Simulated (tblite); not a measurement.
Species: C5H14P2.
Cartesian coordinates in Å at the GFN2-xTB level; atoms count from 1:
```
atom  x, y, z in Å
C1    -4.0083    0.4782    0.5768
P2    -2.8401    0.0311   -0.7899
C3    -1.2420    0.3037    0.1307
C4    -0.0522   -0.2593   -0.6391
C5     1.2601    0.0112    0.0888
P6     2.7097   -0.7330   -0.8169
C7     4.0636    0.1074    0.1276
H8    -4.0053    1.5600    0.7036
H9    -3.7296    0.0027    1.5154
H10   -5.0126    0.1687    0.2959
H11   -2.8816   -1.3506   -0.5535
H12   -1.1203    1.3843    0.2609
H13   -1.3038   -0.1497    1.1247
H14   -0.0197    0.1899   -1.6355
H15   -0.1777   -1.3373   -0.7722
H16    1.2305   -0.4418    1.0855
H17    1.4130    1.0876    0.2126
H18    2.6857    0.1944   -1.8689
H19    5.0031   -0.0349   -0.4021
H20    3.8699    1.1718    0.2461
H21    4.1488   -0.3571    1.1091
```

Level: GFN2-xTB in tblite, geometry and Hessian alike; calculated harmonic values, unscaled, isolated species. The method is semi-empirical: single wavenumbers can be off by several per cent or more. Modes of hydrogen on phosphorus can be 10 to 20 % off. One conformer, not necessarily the lowest.

Harmonic wavenumbers (cm⁻¹): 41.5, 45.9, 78.9, 107.6, 111.2, 158.8, 174.4, 195.8, 212.8, 322.6, 359.0, 692.5, 706.5, 726.6, 731.7, 736.1, 746.8, 747.1, 785.8, 816.9, 882.6, 883.6, 902.6, 980.9, 984.7, 1021.1, 1053.3, 1077.0, 1080.2, 1183.4, 1229.8, 1245.7, 1266.6, 1319.9, 1320.9, 1335.5, 1444.3, 1444.6, 1452.0, 1454.5, 1457.9, 1458.3, 1489.3, 2241.2, 2244.3, 2924.0, 2924.4, 2936.2, 2939.0, 2955.2, 2968.5, 2997.8, 2998.3, 3006.2, 3006.5, 3021.6, 3021.9.

A = 7064, B = 475.5, C = 456.2 MHz; mass 136.057 u (most abundant isotopes); point group C2, symmetry number 2.

**Question.** Zero-point energy?

**Answer.** Half the sum of the wavenumbers: 38326 cm⁻¹ = 109.58 kcal/mol.

**Question.** What is S at 200 K and 1 bar for an ideal gas of classical rigid rotors and harmonic oscillators?

**Answer.** Translation 38.68, rotation 27.16, vibration 25.03: S = 90.9 cal/(mol K).

**Question.** And Cp and H(200 K) − H(0)?

**Answer.** Cp = 30.39 cal/(mol K), of which vibrations give 22.44 (their classical limit is 57 R = 113.3); H(200 K) − H(0) = 4.15 kcal/mol without the zero-point energy, 2.56 from vibrations.

**Question.** What must be added to the electronic energy to get the Gibbs energy at 200 K and 1 bar?

**Answer.** ZPE + [H(200 K) − H(0)] − T·S = 109.58 + 4.15 − 18.17 = 95.56 kcal/mol.

**Question.** Blend soft modes into free rotors: weight 1/[1 + (100 cm⁻¹/ν̃)⁴] for the oscillator and the rest for a rotor with moment μB/(μ + B), μ = h/(8π²ν), B = 10⁻⁴⁴ kg m². What vibrational entropy results?

**Answer.** 22.73 cal/(mol K) in place of 25.03, which changes −T·S at 200 K by +0.46 kcal/mol.

Hindered rotation and anharmonicity are outside this model. Other conformers, if any are populated, would add a mixing term that is left out. The structure is chiral; the term R ln 2 for an equal mix with its mirror image is left out.
